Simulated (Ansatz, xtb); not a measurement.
**Relative energy of two isomers of ClF2OSi2**

Structure X: `F[Si](F)O[Si]Cl`, a doublet. Structure Y: `F[Si]O[Si](F)Cl`, a doublet. Both are isolated molecules in the gas phase, relaxed with B3LYP/6-31G*; each stands in its lowest conformer found.

Question: Estimate E(Y) − E(X) at the level CCSD(T)/def2-SVP.

Answer: Calculated at CCSD(T)/def2-SVP: E(Y) − E(X) = −8.29 kJ/mol, so structure Y lies lower.

Level by level:

```tsv
level	geometry	E(Y) − E(X) (kJ/mol)	departure from the last row (kJ/mol)	job, with rough time for the two
B3LYP/6-31G*	B3LYP/6-31G*	−5.53	+2.75	optimisation, 4.3 min
HF/def2-SVP	B3LYP/6-31G*	−2.76	+5.52	part of the CCSD(T) run
MP2/def2-SVP	B3LYP/6-31G*	−7.44	+0.85	part of the CCSD(T) run
CCSD(T)/def2-SVP	B3LYP/6-31G*	−8.29		single point, 41 s
```

As drawn, both hold the same kinds of bond in the same numbers.

None of the levels shown reverses the order. The largest departure from CCSD(T)/def2-SVP is that of HF/def2-SVP, 5.52 kJ/mol. Levels run at GFN2-xTB geometries aren't shown.

With harmonic frequencies from B3LYP/6-31G* (ideal gas, rigid rotor, one conformer each, 298.15 K, 1 atm): on the last row, ΔE + ΔZPE = −8.66 kJ/mol. A mode under 50 cm⁻¹ makes harmonic enthalpies and free energies unreliable, so none is given.

Open shells are spin-unrestricted. The correlated steps freeze 18 core orbitals. Codes used: Ansatz 0.2.0; the last row on 2 threads of Intel(R) Xeon(R) Platinum 8488C (Sapphire Rapids) on a shared host.
